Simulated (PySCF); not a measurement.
C2H6ClFOSi, SMILES C[C@H](O)[Si@H](F)Cl. Heavy atoms are numbered as in [CH3:1][C@H:2]([OH:3])[Si@H:4]([F:5])[Cl:6]. Hydrogens are named by the atom that carries them.

The structure is a stationary point at PBE0-D3(BJ)/def2-SVP. The structure was generated by enumeration; whether it is a known compound was not checked. The values are those of a single conformer.

All values below come from KT2/pcSseg-1 (PySCF).

GIAO shieldings, no solvent; atoms alike by connectivity are averaged. δ = σ(ref) − σ: ¹³C against TMS (σ = 185.1 ppm); ¹⁷O against H2O (σ = 330.4 ppm); ²⁹Si against TMS (σ = 361.9 ppm); ¹⁹F against CFCl3 (σ = 127.1 ppm); ³⁵Cl against HCl (σ = 945.4 ppm); ¹H against TMS (σ = 31.47 ppm), references at their B3LYP-D3(BJ)/def2-TZVP geometries, non-relativistic (without spin–orbit terms, shifts of atoms bonded to Cl or Br come out too high).

| nucleus | atoms | count | δ (ppm) |
|---|---|---|---|
| ¹³C | C2 (CH) | 1 | 67.2 |
| ¹³C | C1 (CH3) | 1 | 22.0 |
| ¹⁷O | O3 (OH) | 1 | 49.6 |
| ²⁹Si | Si4 (SiH) | 1 | 14.3 |
| ¹⁹F | F5 | 1 | -188.4 |
| ³⁵Cl | Cl6 | 1 | 38.0 |
| ¹H | H on Si4 | 1 | 5.72 |
| ¹H | H on C2 | 1 | 4.15 |
| ¹H | H on C1 | 3 | 1.48 |
| ¹H | H on O3 | 1 | 0.07 |
